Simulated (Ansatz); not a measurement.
Basis-set series for Cl2H6Si2Sn, SMILES `[SiH3][Sn]([SiH3])([Cl])[Cl]`. The species carries charge 0 and has multiplicity 1. Sn: def2 effective core potential. All single points use the PBE0-D4/def2-TZVP geometry.

Z-matrix (Å, degrees):
```
Si
Sn 1 2.568
H 1 1.482 2 107.7
H 1 1.484 2 108.6 3 -120.1
H 1 1.484 2 108.7 3 120.1
Si 2 2.568 1 127.5 3 -180.0
Cl 2 2.345 1 105.6 3 -55.4
Cl 2 2.345 1 105.6 3 55.5
H 6 1.484 2 108.7 1 -59.7
H 6 1.482 2 107.7 1 -179.8
H 6 1.484 2 108.6 1 60.1
```

| functional | basis | functions | energy (Eh) | HOMO (eV) | LUMO (eV) |
| --- | --- | --- | --- | --- | --- |
| PBE0-D4 | def2-SVP | 128 | -1716.37730 | -7.70 | -1.24 |
| PBE0-D4 | def2-QZVPP | 542 | -1716.95713 | -7.78 | -1.49 |
| ωB97M-V | def2-SVP | 128 | -1716.75671 | -9.59 | 0.70 |
| ωB97M-V | def2-QZVPP | 542 | -1717.33464 | -9.71 | 0.21 |

(1) Give the rows for def2-TZVPP. (An estimate is asked.)

## Answers

(1) Computed: 
| functional | basis | functions | energy (Eh) | HOMO (eV) | LUMO (eV) |
| --- | --- | --- | --- | --- | --- |
| PBE0-D4 | def2-TZVPP | 302 | -1716.90848 | -7.77 | -1.44 |
| ωB97M-V | def2-TZVPP | 302 | -1717.28852 | -9.69 | 0.38 |

Positive LUMOs are unbound and depend on the basis.
